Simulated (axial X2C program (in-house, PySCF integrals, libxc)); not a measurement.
**Which molecule has these constants?**

Computed with an in-house all-electron X2C program for linear molecules (integrals from PySCF), spin-free (one-electron X2C) or two-component (2c: spin–orbit coupling with atomic mean-field Coulomb and Gaunt terms, which also bring small scalar terms), in Dyall basis sets with cores contracted in-house; open shells are unrestricted.

A two-component CCSD(T) calculation in a Dyall 3-zeta basis gave Re = 1.701 Å, ωe = 832.2 cm⁻¹, De = 4.41 eV, Ω = 0.

Question: Which molecule is it?
A. MgF⁺
B. CaF⁺
C. BeF⁺
D. SrF⁺

Answer: A. The others have BeF⁺ 1.323 Å and 1437.9 cm⁻¹ (Ω = 0); SrF⁺ 2.041 Å and 556.8 cm⁻¹ (Ω = 0); CaF⁺ 1.916 Å and 656.1 cm⁻¹ (Ω = 0).

Frozen shells (counts by l): MgF⁺ Mg 2s1p, F 1s, 8 electrons correlated; BeF⁺ F 1s, Be 1s, 8 electrons correlated; SrF⁺ Sr 4s3p1d, F 1s, 8 electrons correlated; CaF⁺ Ca 3s2p, F 1s, 8 electrons correlated. Coupled cluster in natural virtuals with an MP2 remainder. Where the outer core of a metal is frozen, bonds come out longer and ionisation energies lower.

Each entry is the lowest single determinant of a limited PBE0 search at one distance. De goes to single-determinant-based atoms at the same level (for ions the charge split of lowest energy) and is withheld (n/a) where an atom does not fit its ground term or J level. Main or longest-lived isotopes.
